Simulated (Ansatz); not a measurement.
Ansatz (a quantum-chemistry and plane-wave program) input:

Ansatz 0.2 input:
```yaml
crystal:
  periodic: [false, false, false]
  atoms:
    - {symbol: C, position_ang: [-0.57953066, -0.00171288, -0.00616437]}
    - {symbol: C, position_ang: [0.67202206, 0.00198625, 0.00714819]}
    - {symbol: H, position_ang: [1.75324261, 0.00518195, 0.01864896]}
    - {symbol: H, position_ang: [-1.15674222, 0.93590400, -0.02445489]}
    - {symbol: H, position_ang: [-1.15144876, -0.94272618, -0.00009696]}
basis:
  gaussian:
    orbitals: def2-TZVP
hamiltonian:
  xc: b3lyp
  dispersion: d3bj
total_charge: 1
phonons: {temperatures: {t_min: 298.15, t_max: 298.15, t_step: 100}}
```

Question: Which total energy does the run end on?

Answer: -77.62008 Eh (B3LYP-D3(BJ)/def2-TZVP). The basis has 80 functions.

It need not be the lowest isomer of its formula.
